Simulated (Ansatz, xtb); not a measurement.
## Isomers of ClFOSeSi in order of energy

4 gas-phase structures of ClFOSeSi, found in a search over its isomers (lower ones may exist). Each was relaxed with GFN2-xTB:

A. `F[Si]O[Se]Cl`, a singlet
B. `O=[Si](Cl)[Se]F`, a singlet
C. `F[Si@]1(Cl)O[Se]1`, a singlet
D. `O=[Si](F)[Se]Cl`, a singlet

Question: Make a reasoned guess at their ranking by r2SCAN-D4/def2-SVP single-point energy.

Answer: Calculated order at r2SCAN-D4/def2-SVP: C (0.0), D (73.0), B (166.0), A (176.8) kJ/mol.

Energies above the lowest of each column, in kJ/mol; the last columns are at B3LYP-D3(BJ)/def2-SVP geometries and were run for some of them only (a dash: not run or not comparable):

```
structure  GFN2-xTB  HF/STO-3G  r2SCAN-D4/def2-SVP  B3LYP-D3(BJ)/def2-SVP  CCSD(T)/def2-SVP + ΔMP2/def2-TZVPP
        C      87.5        0.0                 0.0                    0.0                                 0.0
        D       0.0      127.9                73.0                   64.9                                76.1
        B      88.3      174.4               166.0                      –                                   –
        A     148.5       81.8               176.8                      –                                   –
```

CCSD(T)/def2-SVP + ΔMP2/def2-TZVPP puts C lowest of those it was run on; GFN2-xTB picks D. Flexible structures stand in one conformer each, not always the lowest. Frequencies (B3LYP-D3(BJ)/def2-SVP) were run for C, D alone. ΔMP2 is the change of the MP2 energy from the smaller to the larger basis.

Over these structures GFN2-xTB departs from r2SCAN-D4/def2-SVP by 55.2 kJ/mol on average once a common shift is removed. A GFN2-xTB relaxation took about 0.11 s and the r2SCAN-D4/def2-SVP energy about 1.6 s on a shared host (Ansatz 0.2.0, xtb 6.7.1).
